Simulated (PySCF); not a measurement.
Computed XPS line lists of a few unrelated compounds.

Computed, not measured: delta-SCF UKS SCAN, pcX-2 on the ionised atom, pcseg-1 elsewhere, spin-free X2C in PySCF 2.14.0. Geometries: PBE0-D3(BJ)/def2-SVP; isolated species, one conformer each.

Line lists (1s up to Mg, 2p3/2 beyond, nothing for Ge; areas count atoms within a level, one atom standing for each set equivalent by bonding):
1. C 1s: 290.50 (area 2), 290.89 (area 1), 290.99 (area 1), 293.14 (area 1) eV; O 1s: 537.49 eV
2. B 1s: 195.87 eV; C 1s: 290.11 (area 2), 290.54 (area 1), 290.56 (area 2), 291.57 (area 1), 292.00 (area 1) eV; N 1s: 404.63 eV
3. C 1s: 291.21 (area 1), 293.19 (area 1) eV; O 1s: 537.93 eV
4. C 1s: 286.47 (area 1), 286.71 (area 1), 286.71 (area 1), 286.74 (area 1), 286.86 (area 1) eV; O 1s: 531.75 (area 1), 531.78 (area 1), 531.81 (area 1) eV; S 2p3/2: 168.41 eV

Structures:
A. `C(C(C)C)(=O)C`
B. `N#CCB1CCCCC1`
C. `C[C](=O)[GeH3]`
D. `CC[C@@H]1C[C@@H]1S(=O)(=O)[O-]`

**Question.** Match each list to its structure.

**Answer.** 
- 1 = A: no other candidate has these counts of sites. C 1s: 290.50 methyl carbon (×2), 290.89 sp3 carbon next to a carbonyl, 290.99 methyl carbon next to a carbonyl, 293.14 ketone carbonyl carbon; O 1s: 537.49 ketone oxygen.
- 2 = B: no other candidate has this set of levels. B 1s: 195.87 three-coordinate boron; C 1s: 290.11 sp3 carbon bound to boron (×2), 290.54 ring CH2 carbon, 290.56 ring CH2 carbon (×2), 291.57 sp3 carbon bound to boron, 292.00 nitrile carbon; N 1s: 404.63 nitrile nitrogen.
- 3 = C: no other candidate has these counts of sites. C 1s: 291.21 methyl carbon next to a carbonyl, 293.19 carbonyl carbon; O 1s: 537.93 carbonyl oxygen.
- 4 = D: no other candidate has this set of levels. C 1s: 286.47 sp3 carbon bound to sulfur, 286.71 methyl carbon, 286.71 chain CH2 carbon, 286.74 three-membered-ring carbon, 286.86 three-membered-ring carbon; O 1s: 531.75 oxygen bonded to S, 531.78 oxygen bonded to S, 531.81 oxygen bonded to S; S 2p3/2: 168.41 sulfonyl sulfur.

For 2p shells one spin-free hole was relaxed; a mean-field spin–orbit operator and the ground-state splitting of the three 2p orbitals were then diagonalised within the shell. The shell's mean is (2 × 2p3/2 + 2p1/2)/3, and the degeneracies 2j + 1 give areas of 2:1. 1 of these hole states is spin-contaminated (⟨S²⟩ 0.86, against 0.75; counted from 0.85) and less certain.
